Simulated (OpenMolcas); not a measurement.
# Ru3+ in Cs2NaYF6: curves along the breathing mode

Ru3+ with its 6 nearest fluoride ions, on the Y site of Cs2NaYF6 (a = 9.075 Å, distance in the model lattice 2.178 Å). The rest of the host is ab initio model potentials to 7.6 Å, with orthogonalisation functions on the cations behind the ligands, and point charges beyond; the distance is set by hand and nothing relaxes. Ligand basis ANO-RCC-VDZP.

```yaml
Program: OpenMolcas
Method: "SS-CASPT2, IPEA 0.25 Eh, imaginary shift 0.1 Eh (closed shells correlated: 4s 4p and the ligand valence shells)"
Basis: ANO-RCC-VDZP [6s5p3d1f]
Scalar_Hamiltonian: DKH2, point nucleus
Active_space: 5 electrons in 5 orbitals (4d)
State_averaging: 2S+1 = 6 even, 1 root; 2S+1 = 4 even, 24 roots; 2S+1 = 2 even, 75 roots
Spin-orbit_coupling: state interaction with AMFI integrals over the reference wave functions
```

Spin-free energies (labels of O, the rotations of Oh) in cm-1 above the lowest fitted minimum, as all ligands move together:

```csv
R (Å),2T2,6A1,2A2,2E,4E,2A1,4E(2)
1.92,3090,26630,27150,30770,45310,38650,49020
1.965,410,18580,21940,25560,37380,33540,41130
2.011,100,13520,19390,23000,32390,31140,36190
2.056,1800,11120,19150,22710,30070,31130,33890
2.101,4890,10840,20700,24230,29820,33070,33650
2.146,9250,12300,23710,27210,31280,36330,35170
2.191,14760,15240,27930,31430,34220,40410,38140
```

Cubic fits give the following; the wavenumber is harmonic, with the mass of all moving ligands, small differences in it between states hang on the degree of the fit, a number in brackets counts states of one label, and the table is a selection of at most 14 states with clean curves.

```csv
State,R0 (Å),Breathing mode (cm-1),Minimum (cm-1)
2T2,1.995,543,0
6A1,2.084,529,10700
2A2,2.039,539,18980
2E,2.040,538,22560
4E,2.083,526,29670
2A1,2.032,554,30900
4E(2),2.083,528,33500
2E(2),2.057,513,34760
2A1(2),2.092,533,37080
2E(3),2.079,532,41710
2E(4),2.076,533,49320
2E(5),2.076,534,56740
2E(6),2.124,496,67580
2E(7),2.114,514,89550
```

The minimum of 2A2 is shifted by +0.0441 Å against 2T2 (from the unrounded fits). With M = 114.0 u for the moving shell, the Huang-Rhys factor in this mode is S = M ω ΔR² / 2ħ = 0.01483 × 114.0 × 543 × 0.0441² = 1.79. Only the first shell moves, against a rigid host.

Roots that are degenerate in the reference are averaged as groups; the widest CASPT2 spread within a group is 740 cm-1 (the 3-fold group of multiplicity 4 near 68600 cm-1 above the lowest state of its run, R = 1.965). Shifts and gaps below about the spread of the groups concerned are not significant. Over all roots computed the reference weight is 0.71 to 0.72 in R = 1.92, 0.71 to 0.72 in R = 1.965, 0.71 to 0.72 in R = 2.011, 0.71 to 0.72 in R = 2.056, 0.71 to 0.72 in R = 2.101, 0.70 to 0.72 in R = 2.146, 0.70 to 0.72 in R = 2.191; a low but even weight reflects the number of correlated electrons. An orbital triplet at a regular site is open to Jahn-Teller coupling, which can distort the site and quench the lowest spin-orbit gaps and is left out. Ligand-to-metal charge-transfer states are missing. With no ligand orbital active B as a rule stays too high, so bands that hang on it stand too high and its fall with covalency is understated. With one d shell and no ligand orbital active, 10Dq can be off by a tenth or more. The least metal-like active orbital is 79 % on the metal (Löwdin) and no ligand orbital is active, so the numbers are rough (holds for R = 1.92). The least metal-like active orbital is 80 % on the metal (Löwdin) and no ligand orbital is active, so the numbers are rough (holds for R = 1.965). This shell can be high or low spin here, a state of another spin lies low, and with metal d orbitals alone active their balance is uncertain, so the ground spin may be wrong, although the usual error favours high spin (holds for R = 2.011; R = 2.056; R = 2.101; R = 2.146; R = 2.191). The least metal-like active orbital is 81 % on the metal (Löwdin) and no ligand orbital is active, so the numbers are rough (holds for R = 2.011). The least metal-like active orbital is 85 % on the metal (Löwdin) and no ligand orbital is active, so the numbers are rough (holds for R = 2.056). These CASPT2 states fit no ligand-field parameters well, so their order and spin gaps are uncertain (holds for R = 2.191). No measured value stands beside these numbers.
